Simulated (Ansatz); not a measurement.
Stepwise reaction of `[OH][Al]([OH])[O][SiH3]` with hydrogen fluoride, as a gas-phase model of exchange steps in deposition or etching. ΔE in kJ/mol.

Computed with Ansatz on PBE0-D4/def2-TZVP structures; ΔE is electronic, products minus reactants. CCSD(T)/CBS adds triple-zeta CCSD(T) − MP2 to the extrapolated MP2 energy (def2 sets, frozen cores). This one scheme is used for every species. DFT in def2-TZVPP. B3LYP here is the variant with VWN-RPA as its local correlation; programs differ in this. One conformer a species, not always the lowest.

```tsv
step	reaction	PBE-D4	B3LYP-D4	ωB97M-V	CCSD(T)/CBS
2	`[OH][Al]([F])[O][SiH3]` + H–F → `[F][Al]([F])[O][SiH3]` + H₂O	-42.4	-44.5	-44.0	-45.3
```

Problem. Give the row of step 1, `[OH][Al]([OH])[O][SiH3]` + H–F → `[OH][Al]([F])[O][SiH3]` + H₂O. (Best estimate.)

Solution. Ansatz gave: 
```
step                                                          reaction  PBE-D4  B3LYP-D4  ωB97M-V  CCSD(T)/CBS
   1  `[OH][Al]([OH])[O][SiH3]` + H–F → `[OH][Al]([F])[O][SiH3]` + H₂O   -44.0     -45.8    -45.4        -46.2
```

Problem. By hand: ΔE of the 2 steps together at CCSD(T)/CBS.

Solution. (-46.2) + (-45.3) = -91.5 kJ/mol, or -45.8 kJ/mol a step.

In ΔE the steps differ by no more than 0.9 kJ/mol. All are downhill at CCSD(T)/CBS. PBE-D4 differs from CCSD(T)/CBS by 2.2 to 2.9 kJ/mol a step. Isolated molecules leave out the surface, adducts and barriers. Largest T1 diagnostic: 0.012.
